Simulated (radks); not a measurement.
Values are calculated unless marked as measured or tabulated.
Removal energies from neutral hafnium, [Xe] 4f14 5d2 6s2, by Delta-SCF beside the eigenvalue of the level emptied. Level of theory: scalar-relativistic Kohn-Sham, PBEsol, spin-polarised, spherical densities, finite nucleus; Fermi nuclear charge, rms radius of each element as measured or else 0.836 A^(1/3) + 0.57 fm (a radial shooting solver on a logarithmic mesh with Libxc functionals). Open shells are filled with parallel spins first.

[
 {"removed from": "5d", "final configuration": "[Xe] 4f14 5d1 6s2", "Delta-SCF (eV)": "6.921", "-eigenvalue (eV)": "3.131"},
 {"removed from": "6s", "final configuration": "[Xe] 4f14 5d2 6s1", "Delta-SCF (eV)": "7.112", "-eigenvalue (eV)": "4.596"},
 {"removed from": "4f", "final configuration": "[Xe] 4f13 5d2 6s2", "Delta-SCF (eV)": "24.933", "-eigenvalue (eV)": "16.633"},
 {"removed from": "5p", "final configuration": "[Kr] 4d10 4f14 5s2 5p5 5d2 6s2", "Delta-SCF (eV)": "40.161", "-eigenvalue (eV)": "35.015"}
]
